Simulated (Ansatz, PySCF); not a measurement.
C4H11BO (SMILES BOC(C)(C)C), singlet, at a GFN2-xTB geometry. Base run: CASSCF(4,5)/STO-3G (PySCF).

The PySCF input:
```python
from pyscf import gto, scf, mcscf
import numpy

mol = gto.Mole()
mol.atom = '''
    B    -1.08240466    1.83906110    0.20655832
    H    -0.38536245    2.31868549    1.03334041
    H    -2.01887003    2.42080559   -0.19695728
    O    -0.89748341    0.64956040   -0.33363214
    C     0.14653412   -0.28213477   -0.04709439
    C     0.08831702   -0.69968351    1.42443467
    C    -0.10993377   -1.49477913   -0.94898956
    C     1.50753669    0.33759193   -0.37381257
    H     0.84540091   -1.45146627    1.63118943
    H    -0.89125586   -1.11287298    1.65432759
    H     0.25969385    0.15927780    2.06764448
    H    -1.08739179   -1.91794731   -0.73194429
    H     0.64935530   -2.25513461   -0.78833315
    H    -0.09253115   -1.19082626   -1.99249995
    H     1.68898993    1.20391785    0.25662977
    H     1.52989564    0.65669168   -1.41343497
    H     2.29924193   -0.38888687   -0.21092539
'''
mol.basis = 'sto-3g'
mol.verbose = 3
mol.build()

mf = scf.RHF(mol)
mf.kernel()
mc = mcscf.CASSCF(mf, 5, 4)
mc.fix_spin_(ss=0.0)
mc.kernel()
occ = numpy.linalg.eigvalsh(mc.fcisolver.make_rdm1(mc.ci, mc.ncas, mc.nelecas))[::-1]
ss = mc.fcisolver.spin_square(mc.ci, mc.ncas, mc.nelecas)[0]
print('natural occupations', occ.round(4), ' <S^2>', round(ss, 4))
```

Programs used: Ansatz (a quantum-chemistry and plane-wave program), PySCF; a row that names a program was run with it.

Each row names what was changed in the base input (with any setting that the change needs).

| change | ΔE vs base (mEh) | natural occupations | <S^2> of the state |
|---|---|---|---|
| base | 0.000 | 1.98 1.97 0.03 0.02 0.00 | 0.00 |
| start = MP2 natural orbitals | 0.000 | 1.98 1.97 0.03 0.02 0.00 | 0.00 |
| code = ansatz; correction = SC-NEVPT2, all electrons | -259.1 | - | - |
| solver = newton | 7.414 | 1.98 1.97 0.03 0.02 0.00 | 0.00 |
| state_average = 2 states | 21.864 | - | - |
| code = ansatz | 0.033 | - | - |
| active space = 4 electrons, 6 orbitals | -0.688 | 1.98 1.97 0.03 0.02 0.00 0.00 | 0.00 |
| active space = 10 electrons, 8 orbitals | -17.194 | 2.00 2.00 1.98 1.97 1.97 0.03 0.03 0.02 | 0.00 |
| fix_spin_ = off | 0.000 | 1.98 1.97 0.03 0.02 0.00 | 0.00 |
| orbitals = fixed (CASCI); correction = SC-NEVPT2 | -255.3 | 2.00 1.99 0.01 0.00 0.00 | 0.00 |
| conv_tol = 1e-5 | 0.006 | 1.98 1.97 0.03 0.02 0.00 | 0.00 |

Active orbitals are taken around the Fermi level unless the row says otherwise; CASSCF can end in different local minima, and two programs can end on different orbitals. State-averaged rows give the lowest state.
